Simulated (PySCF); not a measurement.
C3H10N3Si2 (doublet state).
Structure used (GFN2-xTB), in Å, numbered top down from 1:
```
atom  x, y, z in Å
N1     3.6304    0.6939    0.9343
C2     3.1811   -0.6906    0.8061
C3     1.7426   -0.8170    0.6030
C4     0.5495   -0.7975    0.4290
Si5   -1.2923   -0.7665    0.1821
N6    -2.1850   -0.4782    1.6428
Si7   -1.6885    1.1005   -1.0724
N8    -3.2639    0.9740   -1.7900
H9     3.1598    1.1362    1.7180
H10    3.3819    1.2151    0.0990
H11    3.4738   -1.2245    1.7174
H12    3.7116   -1.1405   -0.0407
H13   -1.6439   -2.1665   -0.1194
H14   -2.1569    0.4355    2.0657
H15   -2.1581   -1.1807    2.3637
H16   -0.8610    1.3474   -2.2702
H17   -4.0573    0.7839   -1.2001
H18   -3.5325    1.5818   -2.5456
```

The hyperfine couplings belong to this conformer and change with its torsions.

As a line formula: `NCC#C[Si@@H](N)[SiH]N` [radical].

The calculation used PySCF, UKS B3LYP, pcH-1 on C H N Si, non-relativistic, mean-field spin-orbit, GIAO. The structure is a single GFN2-xTB conformer in the gas phase; no vibrational or solvent corrections. Couplings are sensitive to structure, and on GFN2-xTB geometries they can be far from those on DFT ones, by a factor of two or more for some ions and for spin on atoms past the first row. The SCF solution wasn't tested for stability.

Problem. The isotropic 29Si couplings are -367.0, -113.6 MHz. Assign them to Si5; Si7.

Solution. 
```json
{"site": "Si5", "a_iso (MHz)": "-113.6", "ρ(0) (bohr⁻³)": "+0.1280", "position": "1 bond from Si7", "distance from Si7 (Å)": "2.28", "spin population": "+0.08", "largest |T| (MHz)": "23.8"}
{"site": "Si7", "a_iso (MHz)": "-367.0", "ρ(0) (bohr⁻³)": "+0.4139", "position": "largest spin population", "distance from Si7 (Å)": "0.00", "spin population": "+0.71", "largest |T| (MHz)": "129.7"}
```

Problem. Match the computed a_iso(14N) values +7.5, -1.2 MHz with the sites N6; N8.

Solution. 
```csv
site,a_iso (MHz),ρ(0) (bohr⁻³),position,distance from Si7 (Å),spin population,largest |T| (MHz)
N6,-1.2,-0.0038,2 bonds from Si7,3.18,0.00,0.4
N8,+7.5,+0.0230,1 bond from Si7,1.74,+0.17,21.0
```

ρ(0) is the spin density at the nucleus and T the dipolar tensor; a_iso includes a spin–orbit part; entries for several nuclei are means. Largest spin populations (Mulliken): Si7 (+0.71), N8 (+0.17) and Si5 (+0.08). The angles at Si7 add up to 328.7°, so it is pyramidal.

Means are taken over nuclei equivalent by connectivity, which assumes that they swap fast.

Time: 2.2 min wall (with the writing of density and orbital grids); peak memory 1.1 GiB. Hardware: Arm Neoverse V1, one thread, no GPU (shared host).
